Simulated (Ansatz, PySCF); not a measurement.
System: C$_{3}$H$_{6}$O$_{2}$ (charge 0, singlet). SMILES: CCOC=O
Geometry: optimised at B3LYP-D3(BJ)/def2-TZVP (Ansatz, an electronic-structure program).

Property: vertical ionisation energy to the doublet, in eV. Terms: UHF or UKS for open shells; 6-311+G** with 5d; each state is the SCF solution reached for its charge and spin; no dispersion term unless named; 6-31G* and kin with 6d, 5d where marked; non-relativistic; spin-orbit terms left out. Ab initio and DFT rows: single points at B3LYP-D3(BJ) geometries (Ansatz).

```tsv
level	program	vertical ionisation energy to the doublet (eV)
HF/6-31G*	Ansatz	9.44
PBE/6-31G*	Ansatz	10.20
PBE/6-311+G**	Ansatz	10.46
B3LYP/3-21G	Ansatz	10.46
B3LYP/6-31G*	Ansatz	10.59
B3LYP/6-311+G**	Ansatz	10.84
M06-2X/6-31G* (5d)	PySCF	10.85
PBE/def2-TZVPD	Ansatz	10.41
PBE0/def2-TZVPD	Ansatz	10.69
wB97M-V/def2-TZVPD	Ansatz	10.84
```

No value to compare with is used here. The 7 habitual levels span 9.44 (HF/6-31G*) to 10.85 eV (M06-2X/6-31G* (5d)); PBE0/def2-TZVPD gives 10.69.

The levels are drawn from those run, B3LYP/6-31G* more often than the rest, none by its result; left out are runs that failed, that the program found above a lower state of the same kind, or whose <S^2> lies over 0.5 above the pure value.
